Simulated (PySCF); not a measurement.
K: excitation energy

K [Ar] 4s1 (2S) → K [Ar] 4p1 (2P), as a difference of total energies. Computed with PySCF 2.14 in aug-cc-pwCVTZ-X2C with one added diffuse shell each of s, p, d, f type (10s9p7d4f, 100 functions), with the spin-free X2C one-electron Hamiltonian (Gaussian nucleus). Correlated levels: valence and next inner shell: [Ne] frozen; nothing frozen. The calculations carry no spin-orbit coupling.

```
                                method  excitation energy (eV)
                                   UHF                   1.420
                                   PBE                   1.385
                                r2SCAN                   1.353
                               LC-wPBE                   1.452
                                 B97-3                   1.333
                                 HSE06                   1.390
                                  BP86                   1.381
    MP2 (valence and next inner shell)                   1.602
SCS-MP2 (valence and next inner shell)                   1.563
                   MP2 (all electrons)                   1.603
               SCS-MP2 (all electrons)                   1.565
```

Problem. Estimate what PBE0 gives.

Solution. 1.399 eV, closest to HSE06 among the rows shown.

Problem. Estimate what LDA gives.

Solution. 1.532 eV, closest to SCS-MP2 (valence and next inner shell) among the rows shown.

Errors of the correlated levels include the incompleteness of this basis and the frozen core.

For comparison: 1.615 eV (measured; NIST levels, between the centres of gravity of the two terms).
